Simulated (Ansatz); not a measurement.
## Match the barriers

Saddle point of TiNH3OF2, closed shell (TiNH₃OF₂ ([NH2][Ti]([OH])([F])[F]) → TiNHF₂ ([NH][Ti]([F])[F]) + H₂O (still joined by a long Ti–O bond); bonds formed: O2–H4; bonds broken: N3–H4; bonds weakened to dative contacts: Ti1–O2), PBE0-D4/def2-TZVP structure:

```json
{"atom": "Ti1", "x (Å)": "-0.2720", "y (Å)": "0.3539", "z (Å)": "0.6662"}
{"atom": "O2", "x (Å)": "1.3683", "y (Å)": "-0.5426", "z (Å)": "-0.0805"}
{"atom": "N3", "x (Å)": "-0.9872", "y (Å)": "-0.3532", "z (Å)": "-0.7271"}
{"atom": "H4", "x (Å)": "0.4092", "y (Å)": "-0.6290", "z (Å)": "-0.7764"}
{"atom": "F5", "x (Å)": "-0.0788", "y (Å)": "2.1173", "z (Å)": "0.5416"}
{"atom": "F6", "x (Å)": "-0.9269", "y (Å)": "-0.1694", "z (Å)": "2.2297"}
{"atom": "H7", "x (Å)": "2.0939", "y (Å)": "-0.0238", "z (Å)": "-0.4393"}
{"atom": "H8", "x (Å)": "-1.6065", "y (Å)": "-0.7532", "z (Å)": "-1.4143"}
```

Program: Ansatz 0.2.0. Basis: def2-TZVPP, with def2-QZVPP for the basis limit. Cores are frozen in the correlated methods. B3LYP uses VWN-RPA correlation. Extrapolation: Hartree–Fock as exp(−7.88 √X), correlation as X^−2.97. Four methods, as single points on the PBE0-D4 structures, gave these electronic barriers from the start structure: 40.42, 45.99, 49.79, 64.69 kcal/mol.

Q: The methods were, in alphabetical order, B3LYP-D4, CCSD(T), HF, SPW92. Which gave which? (Judge from chemistry; the calculation decides.)

A: The calculation gives: SPW92 40.42; CCSD(T) 45.99; B3LYP-D4 49.79; HF 64.69 kcal/mol. For comparison, CCSD(T) at an estimated basis limit (MP2 extrapolated from triple and quadruple zeta, plus CCSD(T) − MP2 in triple zeta) gives 45.62 kcal/mol.

T1 diagnostic: at most 0.026. The T1 diagnostic is large here, which may signal multireference character or strong orbital relaxation, so CCSD(T) is less sure. The restricted Hartree–Fock reference is unstable towards an unrestricted one at one or more of these structures.

Labels in which every atom is bracketed show which atoms are joined, not bond orders.

For scale, one of the runs: CCSD(T)/def2-TZVPP, 230 basis functions, launched by `ansatz run in.yaml --threads 8 --pin off --events-out ev --progress --plain --max-ram 19148MiB`. Time: 84 s of wall clock on 8 CPU threads of a Oxide Virtual Turin-like; the host was shared. Peak host memory: 4.6 GiB.
